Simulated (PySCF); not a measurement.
Continuum solvent and chemical shifts

Mapped SMILES: `[CH3:1]/[N:2]=[CH:3]/[CH:4]1[CH2:5][O:6][CH2:7]1`. Each H is labelled by its parent atom. Ha(C5), Ha(C7) are cis to C3 on the ring; Hb(C5), Hb(C7) are trans to C3 on the ring.

GIAO PBE0/pcSseg-1 in PySCF on one PBE0-D3(BJ)/def2-SVP conformer, non-relativistic, equivalent nuclei averaged. Solvents enter as an IEF-PCM continuum (benzene with ε = 2.3, acetonitrile with ε = 35.7) around the gas-phase geometry. Shifts are referred to TMS computed in the same medium.

In benzene, δ in ppm: C3 171.8, C5/C7 74.8, C1 51.1, C4 42.6, H(C3) 7.98, Hb(C5)/Hb(C7) 4.89, Ha(C5)/Ha(C7) 4.67, H(C4) 3.59, H(C1) 3.43. Dipole moment 1.72 D.

(1) How does each δ change in the more polar medium?

(2) Which nuclei move most (in ppm), and what does the model miss?

## Answers

(1) 
```tsv
atoms	environment	Δδ, acetonitrile
C3	C=N carbon	+2.9
C5/C7	sp3 CH2 bonded to O	+0.8
C1	methyl carbon bonded to N	+0.1
C4	sp3 CH in a ring	+0.9
H(C3)	hydrogen on a C=N carbon	+0.14
Hb(C5)/Hb(C7)	hydrogen on an sp3 CH2 bonded to O	+0.07
Ha(C5)/Ha(C7)	hydrogen on an sp3 CH2 bonded to O	+0.12
H(C4)	hydrogen on an sp3 CH in a ring	-0.04
H(C1)	hydrogen on a methyl carbon bonded to N	+0.03
```

Changes are relative to benzene. The dipole moment becomes 1.91 D in acetonitrile.

(2) C3 (C=N carbon, +2.9 ppm) in acetonitrile. A continuum only polarises the solute; specific hydrogen bonds, the anisotropy of aromatic solvents and changes of geometry or conformer are outside it.
